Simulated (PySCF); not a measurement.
Radial density of Ce(50+) (cerium, charge +50)

UHF, [He] 2s2 2p4, high-spin 3P determinant. Computed with PySCF 2.14 in an uncontracted even-tempered set (17 s from 25 bohr⁻², ratio 2.2; 10 p from 32 bohr⁻², ratio 2.2; 6 d from 130 bohr⁻², ratio 2.4; 5 f from 200 bohr⁻², ratio 2.4; 4 g from 290 bohr⁻², ratio 2.4), with no relativity, point nucleus.

```
r (bohr)  4πr²ρ (e/bohr)  4πr²(ρα − ρβ)
0.000467          0.3534         0.0000
0.000786          0.9636         0.0000
 0.00132           2.562         0.0001
 0.00222           6.529         0.0009
 0.00374           15.49         0.0070
 0.00629           32.62         0.0488
  0.0106           56.22         0.3051
  0.0178           70.09         1.6199
  0.0299           57.09         6.5343
  0.0503           49.86        16.7588
  0.0847           61.23        20.2516
   0.142           25.11         6.9545
   0.240           1.183         0.2905
   0.403        0.001962         0.0004
```

A non-relativistic calculation at this Z misses sizeable relativistic shifts. Spin-orbit coupling is strong in this species (close to jj coupling), so the high-spin LS determinant is a model state, not a physical level.
